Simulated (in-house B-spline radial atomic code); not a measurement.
Computed with a B-spline radial atomic code. Model: two electrons, singlet ground state, non-relativistic, full CI in B-splines with partial waves to l = 8 (at full coupling up to 3e-4 hartree above the limit, correlation up to 0.6 % small), density held at that of full coupling by Lieb maximisation.

W(λ) is the mean repulsion in the state of coupling λ less the Hartree energy of the fixed density. Its start is exact exchange, its initial slope is twice the second-order Görling-Levy correlation energy, and its area from 0 to 1 is E_xc. A straight curve means weak, dynamic correlation, and a curve that drops fast and flattens means strong correlation.

Command:
```bash
python run_ac.py task.json out
```
Settings (lengths in bohr, energies in hartree):
```
potential              coulomb
strength               0.823
lmax                   8
wall_radius            1.51
```

Run time, properties included: 3.3 s on 1 thread of Intel(R) Xeon(R) Processor @ 2.30GHz (shared host).

**W = mean repulsion less Hartree energy, and W of three functionals.**

Given: confinement point charge; nuclear charge 0.823; hard wall radius 1.51 bohr; external potential -Z/r.

Computed: LDA exchange minus exact 175.37 millihartree; SCAN exchange minus exact -2.6603 millihartree.

```json
{"coupling": "0", "W xc (hartree)": "-1.2466", "W xc minus exchange (millihartree)": "0", "kinetic minus Kohn-Sham (millihartree)": "0", "LDA (PW92) W minus its exchange (millihartree)": "0", "PBE W minus its exchange (millihartree)": "0", "SCAN W minus its exchange (millihartree)": "0"}
{"coupling": "0.02", "W xc (hartree)": "-1.2487", "W xc minus exchange (millihartree)": "-2.056", "kinetic minus Kohn-Sham (millihartree)": "0.02", "LDA (PW92) W minus its exchange (millihartree)": "-12.57", "PBE W minus its exchange (millihartree)": "-3.24", "SCAN W minus its exchange (millihartree)": "-1.94"}
{"coupling": "0.05", "W xc (hartree)": "-1.2517", "W xc minus exchange (millihartree)": "-5.109", "kinetic minus Kohn-Sham (millihartree)": "0.13", "LDA (PW92) W minus its exchange (millihartree)": "-25.93", "PBE W minus its exchange (millihartree)": "-8.02", "SCAN W minus its exchange (millihartree)": "-4.79"}
{"coupling": "0.12", "W xc (hartree)": "-1.2587", "W xc minus exchange (millihartree)": "-12.093", "kinetic minus Kohn-Sham (millihartree)": "0.72", "LDA (PW92) W minus its exchange (millihartree)": "-50.09", "PBE W minus its exchange (millihartree)": "-18.76", "SCAN W minus its exchange (millihartree)": "-11.24"}
{"coupling": "0.25", "W xc (hartree)": "-1.2712", "W xc minus exchange (millihartree)": "-24.56", "kinetic minus Kohn-Sham (millihartree)": "3.02", "LDA (PW92) W minus its exchange (millihartree)": "-84.29", "PBE W minus its exchange (millihartree)": "-37.23", "SCAN W minus its exchange (millihartree)": "-22.66"}
{"coupling": "0.4", "W xc (hartree)": "-1.2848", "W xc minus exchange (millihartree)": "-38.179", "kinetic minus Kohn-Sham (millihartree)": "7.43", "LDA (PW92) W minus its exchange (millihartree)": "-115.5", "PBE W minus its exchange (millihartree)": "-56.55", "SCAN W minus its exchange (millihartree)": "-35.08"}
{"coupling": "0.6", "W xc (hartree)": "-1.3018", "W xc minus exchange (millihartree)": "-55.153", "kinetic minus Kohn-Sham (millihartree)": "15.9", "LDA (PW92) W minus its exchange (millihartree)": "-149.59", "PBE W minus its exchange (millihartree)": "-79.65", "SCAN W minus its exchange (millihartree)": "-50.59"}
{"coupling": "0.8", "W xc (hartree)": "?", "W xc minus exchange (millihartree)": "?", "kinetic minus Kohn-Sham (millihartree)": "?", "LDA (PW92) W minus its exchange (millihartree)": "?", "PBE W minus its exchange (millihartree)": "?", "SCAN W minus its exchange (millihartree)": "?"}
{"coupling": "1", "W xc (hartree)": "?", "W xc minus exchange (millihartree)": "?", "kinetic minus Kohn-Sham (millihartree)": "?", "LDA (PW92) W minus its exchange (millihartree)": "?", "PBE W minus its exchange (millihartree)": "?", "SCAN W minus its exchange (millihartree)": "?"}
{"coupling": "1.4", "W xc (hartree)": "-1.3584", "W xc minus exchange (millihartree)": "-111.76", "kinetic minus Kohn-Sham (millihartree)": "71.42", "LDA (PW92) W minus its exchange (millihartree)": "-245.16", "PBE W minus its exchange (millihartree)": "-152.2", "SCAN W minus its exchange (millihartree)": "-103.23"}
{"coupling": "2", "W xc (hartree)": "-1.3916", "W xc minus exchange (millihartree)": "-145", "kinetic minus Kohn-Sham (millihartree)": "127.59", "LDA (PW92) W minus its exchange (millihartree)": "-295.18", "PBE W minus its exchange (millihartree)": "-193.36", "SCAN W minus its exchange (millihartree)": "-135.32"}
{"coupling": "3", "W xc (hartree)": "-1.4348", "W xc minus exchange (millihartree)": "-188.22", "kinetic minus Kohn-Sham (millihartree)": "234.56", "LDA (PW92) W minus its exchange (millihartree)": "-357.73", "PBE W minus its exchange (millihartree)": "-246.97", "SCAN W minus its exchange (millihartree)": "-178.91"}
{"coupling": "4.5", "W xc (hartree)": "-1.481", "W xc minus exchange (millihartree)": "-234.4", "kinetic minus Kohn-Sham (millihartree)": "405.56", "LDA (PW92) W minus its exchange (millihartree)": "-424.15", "PBE W minus its exchange (millihartree)": "-305.85", "SCAN W minus its exchange (millihartree)": "-228.27"}
{"coupling": "7", "W xc (hartree)": "-1.5306", "W xc minus exchange (millihartree)": "-283.97", "kinetic minus Kohn-Sham (millihartree)": "685.44", "LDA (PW92) W minus its exchange (millihartree)": "-497.61", "PBE W minus its exchange (millihartree)": "-372.67", "SCAN W minus its exchange (millihartree)": "-284.56"}
{"coupling": "10", "W xc (hartree)": "-1.5676", "W xc minus exchange (millihartree)": "-320.96", "kinetic minus Kohn-Sham (millihartree)": "995.73", "LDA (PW92) W minus its exchange (millihartree)": "-555.38", "PBE W minus its exchange (millihartree)": "-426.15", "SCAN W minus its exchange (millihartree)": "-328.11"}
```

(1) What belongs in the row 0.8?

(2) What belongs in the row 1?

(3) What is the PBE exchange minus exact?

**Energy parts, natural occupations and partial-wave weights.**

Computed: total energy 2.7219 hartree; exchange energy -1.2466 hartree; kinetic part of the DFT correlation energy 0.04003 hartree; initial slope twice GL2 -0.10323 hartree; kinetic part over minus potential part 0.46817; Hartree energy 2.4932 hartree; Lieb Oxford ratio E_xc over LDA exchange 1.2062.

| natural | occupation of the shell (electrons) |
| --- | --- |
| s | 1.9878 |
| p | 0.010983 |
| s | 0.00054402 |
| d | ? |
| p | 7.5515e-05 |
| f | 5.8257e-05 |

(4) What belongs in the row d?

```
wave      weight
   s     0.99419
   p   0.0055311
   d           ?
   f  3.1481e-05
   g  7.2008e-06
```

(5) What belongs in the row d?

(6) What is the Kohn-Sham kinetic?

(7) What is the correlation energy?

Results:

(1) W xc (hartree): -1.3175; W xc minus exchange (millihartree): -70.89; kinetic minus Kohn-Sham (millihartree): 26.9; LDA (PW92) W minus its exchange (millihartree): -178.25; PBE W minus its exchange (millihartree): -100.36; SCAN W minus its exchange (millihartree): -65.03.

(2) W xc (hartree): -1.3321; W xc minus exchange (millihartree): -85.504; kinetic minus Kohn-Sham (millihartree): 40.03; LDA (PW92) W minus its exchange (millihartree): -203.16; PBE W minus its exchange (millihartree): -119.15; SCAN W minus its exchange (millihartree): -78.56.

(3) 56.212 millihartree.

(4) occupation of the shell (electrons): 0.00045054.

(5) weight: 0.0002338.

(6) 4.4221 hartree.

(7) -0.045474 hartree.

Half-way to full coupling W has made 55 % of its drop, against 50 % for a straight line, and second-order (GL2) theory, half the initial slope, overshoots the correlation energy by about 13 %: a moderate bend, as in light atoms. Over couplings 0 to 1 the errors in E_xc come to about +96 millihartree for LDA, +36 millihartree for PBE, +1.0 millihartree for SCAN, so SCAN is nearest. In LDA and PBE and SCAN the errors of exchange and correlation have opposite signs, so the sum is smaller than the larger of the two.
